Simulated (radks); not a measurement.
Task: Pt, 78 electrons, occupied as [Xe] 4f14 5d9 6s1 (the NIST ground configuration). Method: scalar-relativistic Kohn-Sham, LDA (Slater exchange, VWN5 correlation), spin-polarised, spherical densities, point nucleus; open shells are filled with parallel spins first (spin-orbit coupling, left out, can overturn this in heavy ions); hard spherical wall at 8 bohr; computed with a radial shooting solver on a logarithmic mesh with Libxc functionals. Some entries of the table are withheld. Estimate them.

orbital  occ.  eigenvalue (eV)  <r> (bohr)  <r^2> (bohr^2)
1s up       1        -78375.51     0.01715       0.0004064
1s down     1        -78375.50     0.01715       0.0004064
2s up       1        -13769.67     0.07238        0.006206
2s down     1        -13769.60     0.07238        0.006206
2p up       3        -11936.93     0.06525        0.005204
2p down     3        -11936.87     0.06525        0.005204
3s up       1        -3233.945      0.1872         0.04009
3s down     1        -3233.907      0.1872         0.04009
3p up       3        -2700.366      0.1883         0.04110
3p down     3        -2700.326      0.1883         0.04110
3d up       5        -2121.094      0.1705         0.03403
3d down     5        -2121.042      0.1705         0.03403
4s up       1        -694.1949      0.4153          0.1947
4s down     1        -694.1203      0.4153          0.1947
4p up       3        -519.1729      0.4422          0.2223
4p down     3        -519.0961      0.4422          0.2223
4d up       5        -306.6861      0.4685          0.2538
4d down     5        -306.5956      0.4684          0.2537
5s up       1        -102.2869      0.9518           1.017
5s down     1        -101.8446      0.9507           1.015
4f up       7         -70.4287      0.5164          0.3251
4f down     7         -70.3033      0.5160          0.3244
5p up       3         -56.4257       1.105           1.383
5p down     3         -55.8728       1.102           1.377
5d up       5          -6.6333       1.701           3.512
6s up       1          -6.2481       2.846           9.211
5d down     4          -5.8423       1.696           3.499
6s down     0          -5.3780       2.888           9.510
6p up       0          -0.7340       3.797           16.01
6p down     0          -0.0864       3.891           16.78
7s up       0           3.8499       4.876           26.36
7s down     0           4.2082       4.882           26.50
5f up       0           7.5890       5.084             (1)
5f down     0           7.9215       5.145             (2)

Result: 
(1) 5f up <r^2> (bohr^2): 27.18
(2) 5f down <r^2> (bohr^2): 27.78
